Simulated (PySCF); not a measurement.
Electronic absorption of pentafluoropropanoyl fluoride

Compound: pentafluoropropanoyl fluoride, C3F6O.
SMILES: `FC(=O)C(F)(C(F)(F)F)F`

Theory: PySCF, TDDFT CAM-B3LYP/def2-SVPD, vertical, gas phase, core orbitals frozen in the response. One conformer (not necessarily the lowest) at the GFN2-xTB geometry, without solvent, vibrations or thermal averaging. Torsions of this conformer, `[O:1]=[C:2]([F:3])[C:4]([F:5])([F:6])[C:7]([F:8])([F:9])[F:10]`: O1–C2–C4–F5 27°, C2–C4–C7–F8 179°.

Question: Predict the UV-vis stick spectrum at this level.

Answer: 

```csv
state,E (eV),ν̃ (cm⁻¹),f,"main configurations (H = HOMO, L = LUMO)"
S1,5.75,46340,0.0027,H→L (92%)
S2,8.12,65490,0.013,H-1→L (74%)
S3,9.00,72600,0.081,"H-2→L (63%), H→L+2 (11%)"
S4,9.37,75550,0.0073,"H-3→L (35%), H-4→L (30%), H-1→L (10%)"
S5,9.75,78630,0.049,"H→L+1 (66%), H→L+3 (13%), H→L+2 (10%)"
S6,9.98,80510,0.012,"H-5→L (59%), H-3→L (23%), H-7→L (10%)"
S7,10.10,81470,0.049,"H→L+2 (46%), H-2→L (14%), H→L+1 (8%)"
S8,10.47,84440,0.0021,"H-4→L (30%), H-5→L (20%), H-3→L (17%)"
```

Triplets, Tamm–Dancoff:

```tsv
state	E (eV)	λ (nm)	main configurations (H = HOMO, L = LUMO)
T1	5.13	241.5	H→L (92%)
T2	6.34	195.6	H-2→L (84%)
T3	7.62	162.7	H-1→L (68%)
```

The lowest singlet lies at 5.75 eV (216 nm, ultraviolet) and is very weak; its leading configuration is HOMO→LUMO (92%). The strongest level in the table is S3 at 9.00 eV (138 nm, f = 0.081). S1 has the pattern of n→π* at C=O. The listed states span 4.72 eV, and the widest gap between neighbours is 2.37 eV (S1 to S2). Of the 8 states listed, 5 reach f = 0.01 and none stays under 0.0005. The oscillator strengths of these states sum to 0.216; summed over the whole spectrum of an exact calculation they would give the number of electrons, 80 (Thomas–Reiche–Kuhn). Only the lowest 8 singlets were computed, as vertical energies without vibronic structure.
